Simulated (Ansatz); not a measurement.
Abridged output of a molecular run in Ansatz:

```
Functional definition: HF
850 factors; integrals over basis functions are off by at most 1.1e-3 eV
mean field evaluation 1: about -59606.7301 eV, gradient 2.6e1 eV
mean field evaluation 2: about -59606.7602 eV, gradient 2.6e1 eV
mean field evaluation 4: about -59609.9157 eV, gradient 2.5e0 eV
mean field evaluation 8: about -59609.9799 eV, gradient 1.6e-1 eV
mean field -59609.98044789 eV, -2190.6263763639 hartree, gradient 2.0e-6 eV, S^2 0.761338; 0 other end points of the search recorded, 0 dependent functions left out
11 core orbitals not correlated: weight in the atoms' cores, before any rotation towards them, 1.000 or more for the frozen orbitals, at most 0.000 for the correlated occupied ones
reference -59609.98044789 eV, -2190.6263763639 hartree; 15, 14 occupied and 59, 60 virtual orbitals, 850 factors
second order -14.58365066 eV of doubles, -0.00000000 eV of singles
cycle   1  -14.80175152 eV  change   -2.2e-1 eV  update   8.9e-2
cycle   2  -15.23804791 eV  change   -4.4e-1 eV  update   2.7e-2
cycle   3  -15.33158410 eV  change   -9.4e-2 eV  update   1.4e-2
cycle   4  -15.32791619 eV  change    3.7e-3 eV  update   4.1e-3
cycle   5  -15.32912849 eV  change   -1.2e-3 eV  update   1.9e-3
cycle   6  -15.32917535 eV  change   -4.7e-5 eV  update   7.3e-4
cycle   7  -15.32914407 eV  change    3.1e-5 eV  update   2.5e-4
cycle   8  -15.32924038 eV  change   -9.6e-5 eV  update   1.1e-4
cycle   9  -15.32924301 eV  change   -2.6e-6 eV  update   4.9e-5
cycle  10  -15.32922020 eV  change    2.3e-5 eV  update   2.4e-5
perturbative correction -0.37118307 eV, -0.0136407264 hartree
Total energy: -59625.68085116 eV, -2191.2033555420 hartree
Checks for a lower state left out: cluster_reference
```

Its atoms:

```xyz
8

C    -0.6511   -1.1949   -0.5089
Ge    0.3291    0.1465    0.4294
O     0.0518    1.6283   -0.5252
H    -0.7010   -2.2253   -0.1765
H    -1.1913   -0.9477   -1.4159
H     1.8443   -0.1561    0.4880
H    -0.1835    0.3546    1.8732
H     0.5016    2.3945   -0.1641
```

(1) Which basis set was used?
A. def2-TZVPP
B. def2-SVP
C. def2-TZVPPD
D. def2-QZVPP

(2) Write the keys of the input that set method, charge and spin (a neutral closed shell needs none for the last two).

Results:

(1) B. It gives 85 functions.

(2) 
```yaml
magnetization: {spin_polarized: true, initial_magnetization: 1}
correlation: {method: ccsd_t}
scf: {omitted_lower_state_checks: [cluster_reference]}
```
